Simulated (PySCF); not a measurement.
Al(Cl)(OMe)(SeH) (CH₄AlClOSe), SMILES C[O][Al]([Cl])[SeH].

Geometry optimised at ωB97X-D3(BJ)/def2-SVP. The values are those of a single conformer.

These are TDDFT-M06-2X/def2-SVPD in PySCF 2.14.0 values and carry that method's errors.

Vertical excitations.  State labels are in the subgroup Cs.

Q: Give excitation energies, oscillator strengths and character. (The exact figures need the calculation; the answer reports its results.)

A: 
| state | symmetry | energy (eV) | λ (nm) | f | main pairs |
|---|---|---|---|---|---|
| S1 | A" | 5.41 | 229 | 0.032 | HOMO→LUMO 75 %, HOMO→LUMO+2 18 % |
| S2 | A" | 5.75 | 215 | 0.015 | HOMO→LUMO+2 75 %, HOMO→LUMO 15 % |
| S3 | A' | 6.25 | 198 | 0.052 | HOMO→LUMO+1 84 % |
| S4 | A" | 6.86 | 181 | 0.003 | HOMO−2→LUMO 79 % |
| S5 | A' | 6.98 | 178 | 0.016 | HOMO−3→LUMO 76 % |
| S6 | A' | 7.21 | 172 | 0.384 | HOMO−1→LUMO 74 % |
| S7 | A" | 7.29 | 170 | 0.000 | HOMO−3→LUMO+1 71 %, HOMO−1→LUMO+1 24 % |
| S8 | A" | 7.35 | 169 | 0.001 | HOMO→LUMO+3 59 %, HOMO−1→LUMO+1 11 %, HOMO→LUMO+5 10 % |
| S9 | A" | 7.38 | 168 | 0.003 | HOMO−1→LUMO+1 54 %, HOMO→LUMO+3 19 %, HOMO−3→LUMO+1 16 % |
| S10 | A' | 7.56 | 164 | 0.067 | HOMO−1→LUMO+2 62 %, HOMO−2→LUMO+1 13 %, HOMO−5→LUMO 12 % |
| T1 | A" | 5.14 | 241 | 0 | HOMO→LUMO 70 %, HOMO→LUMO+2 20 % |
| T2 | A" | 5.44 | 228 | 0 | HOMO→LUMO+2 70 %, HOMO→LUMO 15 % |
| T3 | A' | 5.57 | 223 | 0 | HOMO→LUMO+1 92 % |
| T4 | A' | 6.50 | 191 | 0 | HOMO−1→LUMO 65 %, HOMO−1→LUMO+2 18 % |
Triplets are in the Tamm–Dancoff approximation, which puts them higher than full response would, so one can lie above its singlet here.
